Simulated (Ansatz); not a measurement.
`CBCl` + `N[SiH3]` → `CBN[SiH3]` + HCl at 500 K and 1 bar (ligand exchange at a B–Cl bond).

Computed with Ansatz on PBE0-D4/def2-TZVP structures; ΔE is electronic, products minus reactants. CCSD(T)/CBS is the MP2 limit (def2-TZVPP, def2-QZVPP) plus CCSD(T) − MP2 in def2-TZVPP, frozen cores. This one scheme is used for every species. Each species was taken in one conformer, which may not be the lowest.

```tsv
species	CCSD(T)/CBS energy (Eh)	H − E (kJ/mol)	S (J/(mol·K))
`CBCl`	-525.07110	160.2	325.9
`N[SiH3]`	-346.80422	161.3	303.9
`CBN[SiH3]`	-411.50704	286.9	396.3
HCl	-460.38127	32.5	201.9
```

H − E and S are ideal-gas, rigid-rotor, harmonic terms from PBE0-D4/def2-TZVP, for one conformer and one mirror image of each species. 1 Eh = 2625.50 kJ/mol, R = 8.31446 J/(mol·K).

Task: By hand: ΔE, ΔH, ΔS and ΔG.

Result: ΔE = (-411.50704) + (-460.38127) − (-525.07110) − (-346.80422) = -0.01299 Eh = -34.1 kJ/mol. Δ(H − E) = 286.9 + 32.5 − 160.2 − 161.3 = -2.1, so ΔH = -36.2 kJ/mol. ΔS = 396.3 + 201.9 − 325.9 − 303.9 = -31.6 J/(mol·K). ΔG = -36.2 − 500 × (-31.6)/1000 = -20.4 kJ/mol.

Task: By hand: the equilibrium constant, and the temperature at which ΔG would vanish if ΔH and ΔS stayed fixed.

Result: log₁₀ K = −ΔG/(RT ln 10) = 2.1. ΔG = 0 at ΔH/ΔS = 1146 K.

TΔS isn't small against ΔH here. A doubt of 5 kJ/mol in ΔE shifts log₁₀ K by 0.5 here. Other conformers and mirror images would add mixing entropy, several J/(mol·K) or more a flexible species. Modes under 60 cm⁻¹, often nearly free rotors, make the harmonic entropy too high. These are equilibria of isolated gas molecules and say nothing of rates. Largest T1 diagnostic: 0.012 (customary marks: 0.02 for closed shells, 0.045 for open ones).
